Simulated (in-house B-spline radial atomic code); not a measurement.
OLYP excitations of Xe IX (Xe8+)

Method: OLYP. Computed with a B-spline radial code for spherical atoms: linear response of the closed shell [Kr] 4d10 with the functional's adiabatic kernel; scalar-relativistic (spin-free one-electron X2C), finite nucleus, no spin-orbit coupling, no double excitations, S, P, D and F terms only; shells from n = 2 respond. Only terms of natural parity with L up to 3 were computed.

Command:
```bash
python run_td.py task.json out
```
Settings (radii: box in bohr, nucleus in fm):
```
Z                        54
electrons                46
configuration            [Kr] 4d10
hamiltonian              x2c
method                   optx,lyp
box_radius               11.59
rms_radius               4.7859
intervals                69
```

Run time, properties included: 1.3 s on 1 thread of Intel(R) Xeon(R) 6975P-C (Granite Rapids), on a shared host.

The lowest states, in the order of their Tamm-Dancoff energies; the method's threshold (minus the highest occupied level) is 168.44 eV. Labels give the largest channel, * marks a mixed state, and oscillator strengths are full-response dipole values. Semilocal kernels can invert the small singlet-triplet splittings of Rydberg terms. Energies in eV:

```
     state  full response  Tamm-Dancoff  oscillator strength
4d → 5s 3D          53.68         53.71                    -
4d → 5s 1D          54.70         54.71                    -
4d → 5p 3P          69.69         69.73                    -
4d → 5p 3F          69.87         69.89                    -
4d → 5p 1F          70.65         70.66                    -
4d → 5p 1P          71.91         71.99                0.913
4d → 4f 3P          82.25         82.31                    -
4d → 4f 3F          83.61         83.64                    -
4d → 4f 1F          86.69         86.76                    -
4d → 5d 3S              ?             ?                    -
4d → 5d 3D          93.52         93.53                    -
4d → 5d 1D          94.36         94.38                    -
4d → 5d 1S         100.22        100.85                    -
4d → 4f 1P         101.45        103.37                 7.24
4d → 6s 3D         107.26        107.26                    -
4d → 6s 1D         107.59        107.59                    -
4d → 6p 3P         114.71        114.72                    -
4d → 6p 3F         114.85        114.85                    -
4d → 6p 1F              ?             ?                    -
4d → 6p 1P         115.49        115.52                0.282
4d → 5f 3P         118.40        118.41                    -
4d → 5f 3F         118.65        118.66                    -
```

Where does 4d → 6p 1F lie?

At 115.11 eV in full response, 115.11 eV in Tamm-Dancoff.

Where does 4d → 5d 3S lie?

At 93.05 eV in full response, 93.09 eV in Tamm-Dancoff.

How large is the singlet-triplet splitting of 4d → 5s (D terms) in Tamm-Dancoff?

1 eV, from the unrounded values.

What polarisabilities and dispersion coefficient does the method give?

Dipole 0.8466 bohr³, quadrupole 0.8813 bohr⁵, C6 2.122 hartree·bohr⁶ for two such species.
